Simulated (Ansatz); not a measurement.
MoBr₄⁺. Charge 1, multiplicity 4. Geometry PBE-D4/def2-SVP, that of the neutral triplet; atoms count from 1.

```csv
atom,x (Å),y (Å),z (Å)
Mo1,0.000,0.000,0.000
Br2,-2.277,-0.565,-0.477
Br3,0.067,1.644,1.740
Br4,1.033,0.882,-1.972
Br5,1.177,-1.961,0.709
```

In the def2 sets Mo takes a core potential; there is no spin–orbit coupling. At PBE0-D4/def2-TZVP a doublet of charge 1 lies 1.76 eV below the quartet at the same geometry.

Problem. Estimate the Mulliken populations from the PBE0/def2-TZVP orbitals of Ansatz.

Solution. 
```tsv
atom	charge (e)	spin (α − β)	d electrons
Mo1	0.92	1.61	4.27
Br2	0.05	0.45	–
Br3	0.05	0.45	–
Br4	0.05	0.45	–
Br5	-0.07	0.05	–
```
Mulliken values depend strongly on the basis.

Problem. Where does the spin sit?

Solution. Summed by element: Mo 1.61, Br 1.39, of 3 unpaired in all. Largest on single atoms: Mo1 1.61, Br2 0.45, Br4 0.45.

Problem. And the Mayer bond orders between heavy atoms (over 0.3)?

Solution. Mo1–Br2 1.13 (2.39 Å); Mo1–Br3 1.13 (2.39 Å); Mo1–Br4 1.13 (2.39 Å); Mo1–Br5 1.38 (2.39 Å).
